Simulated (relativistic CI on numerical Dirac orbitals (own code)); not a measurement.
## Os⁵⁺: 4d photoemission

Computed with this model: Dirac-Coulomb-Breit CI, orbitals from a KLI potential per configuration, QED by a radiative potential, valence Slater integrals scaled by 0.7, multiplet model of photoemission in the sudden approximation; configurations [Xe] 4f14 5d3 → [Kr] 4d9 4f14 5s2 5p6 5d3; 80 K; Lorentzian 4.9 eV and Gaussian 0.6 eV FWHM. Energies are those of the free ion, without screening or charge transfer. The energies are binding energies and can lie tens of eV above those of solids. S is read from ⟨S²⟩ = S(S + 1).

free ion: ground-state S = 1.35, centroid 362.82 eV. Peaks (eV, height): 356.8 (100), 371.6 (62).

Strongest unbroadened transitions for free ion:

```
Energy (eV)  Relative strength
     356.38               79.5
     356.59               58.5
     356.88              100.0
     356.90               36.4
     357.38               10.0
     357.63                2.2
     358.04                3.3
     359.00                1.9
     361.98                2.5
     371.26               32.6
     371.34               84.7
     372.38                2.3
     372.52               37.9
     372.76                5.4
     373.07               14.1
     373.53                2.4
     373.98                1.8
     374.84                6.0
```
